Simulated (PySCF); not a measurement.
TlCl, SMILES [Cl][Tl].

The structure is a stationary point at B3LYP-D3(BJ)/def2-TZVP. The def2 effective core potentials stand for the cores of Tl; spin–orbit coupling is left out.

Two levels are set side by side: TDA-PBE/def2-TZVPD (PySCF) and TDA-LC-ωPBE/def2-TZVPD (PySCF). Vertical, same geometry. The lowest singlet is HOMO−1→LUMO 50 %, HOMO−2→LUMO+1 50 % with PBE and HOMO→LUMO+1 94 % with the other functional; states are paired by order. Differences are taken from unrounded values.

```tsv
quantity	TDA-PBE
lowest singlet excitation (eV)	4.08
lowest triplet excitation (TDA) (eV)	3.76
first bright state (f over 0.05) (eV)	6.39
its oscillator strength	0.28
```

These are the TDA-PBE values. What does TDA-LC-ωPBE give? (The exact figures need the calculation; the answer reports its results.)


| quantity | TDA-LC-ωPBE | TDA-PBE minus TDA-LC-ωPBE |
|---|---|---|
| lowest singlet excitation (eV) | 4.92 | -0.84 |
| lowest triplet excitation (TDA) (eV) | 4.09 | -0.33 |
| first bright state (f over 0.05) (eV) | 4.92 | 1.47 |
| its oscillator strength | 0.07 | 0.21 |

A lower first singlet is the usual sign of a functional without exact exchange. Differences between two approximate levels are no errors against the true value.

Rough cost on one machine, each run with all the roots and properties that it gave: TDA-LC-ωPBE against TDA-PBE about 2 times.
